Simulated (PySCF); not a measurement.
Molecule: C4H7Cl3Si2, SMILES C[SiH](C)C#C[Si](Cl)(Cl)Cl. Atoms near the plane z = 1.5 Å, at the GFN2-xTB optimised geometry (x, y, z in Å): Si1 (-2.4, -0.3, 0.0), Cl3 (-3.0, -1.2, 1.7), Cl4 (-3.0, 1.6, 0.0), C5 (-0.5, -0.3, 0.0), C6 (0.7, -0.3, 0.0), Si7 (2.6, -0.2, 0.0), C9 (3.1, 0.6, 1.6), H10 (3.0, -1.6, 0.0), H14 (2.7, 1.7, 1.6), H15 (4.2, 0.7, 1.7), H16 (2.8, 0.1, 2.5).

Method: PBE0/def2-TZVP (PySCF 2.14.0). Cells within 0.4 Å of a nucleus heavier than hydrogen are left out (blank, or x). The values are rescaled to run from 0 to 1.

```
|000000000000000000000000000|
|000000000000000000000000000|
|000000000000000000000000000|
|000000000000000000000000000|
|000000000000000000000000000|
|000001110000000000000000000|
|000122222100000001222210000|
|001233433200000012444432000|
|001344543210000023567543210|
|002345554321001124688765421|
|002345554322222235689877542|
|00134444433333333568xx98742|
|00234555443444444568xx88642|
|013456665544444445678876532|
|023578887544444444567655321|
|024689997644444444455543210|
|02468xx98643333333344332100|
|024689997542222222233321000|
|013567876432111111122210000|
|002356654320000000011100000|
|001234433210000000000000000|
|000012221000000000000000000|
|000000000000000000000000000|
|000000000000000000000000000|
|000000000000000000000000000|
|000000000000000000000000000|
|000000000000000000000000000|
```
Scale: ten equal steps from 0.000 (start of '0') to 1.00 (end of '9'), in the order '0123456789'; x runs from -5.50 to 5.50, y from -5.50 (bottom) to 5.50 (top).

Task: Which quantity is mapped?
A. log10 of the electron density
B. Laplacian of the electron density
C. an orbital amplitude
D. electrostatic potential

Result: A, log10 of the electron density. In full: log10 of the electron density (e/bohr³), floored at −4.
